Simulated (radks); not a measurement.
Question: Ionisation of the rubidium ion Rb+, [Kr], to [Ar] 3d10 4s2 4p5 as the strength of local exchange is varied. All-electron calculation, scalar-relativistic Kohn-Sham, Slater X-alpha exchange (alpha = 2/3 is LDA exchange), no correlation, spin-unpolarised, spherical densities, finite nucleus; Fermi nuclear charge, rms radius 4.2036 fm. Program: a radial shooting solver on a logarithmic mesh with Libxc functionals.

alpha  E(Rb+) (hartree)  exchange (hartree)  IE (eV)  -e of the level emptied (eV)  <r> of it (bohr)
0.601       -2964.91403           -84.10283   25.226                   19.371 (4p)             1.745
0.629       -2968.83956           -88.13180   25.675                   19.792 (4p)             1.736
0.667       -2974.17498           -93.61539   26.291                   20.369 (4p)             1.724
0.76        -2987.27103          -107.11203   27.826                   21.812 (4p)             1.697
0.918       -3009.64489          -130.28975   30.527                   24.364 (4p)             1.652
1.026       -3025.02862          -146.31210   32.439                   26.180 (4p)             1.623
?           -2995.60747          -115.73051   28.821                   22.750 (4p)             1.679

Which alpha was used in the last row?

Answer: alpha = 0.819. NIST Atomic Spectra Database: 27.290 eV (measured). The Delta-SCF value meets it near alpha = 0.73. Spin polarisation and multiplet splitting are left out, so open shells lie too high by an amount that depends on their filling.

Beside tabulated values, note that spin-unpolarised runs miss the spin-polarisation part of the exchange energy of open shells.
